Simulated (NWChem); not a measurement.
Molecule: CuF; SMILES [Cu][F]

Results from NWChem. Pople sets run with spherical d functions. Structure relaxed at the PBE-D3(BJ)/def2-SVP level. Static field.

Order these runs by computing time, cheapest first, and give rough ratios: PBE/aug-cc-pVTZ; PBE/def2-TZVP; PBE/def2-SVPD; PBE/aug-cc-pVDZ.

PBE/def2-SVPD (1), PBE/def2-TZVP (4), PBE/aug-cc-pVDZ (100), PBE/aug-cc-pVTZ (300). Ratios are rough, from one shared machine; the cheapest took about 12 core-seconds (a rough figure). What differs between the cheapest and the dearest: isotropic polarisability (bohr³) 25.7 → 26.9; anisotropy (bohr³) 4.3 → 3.0.
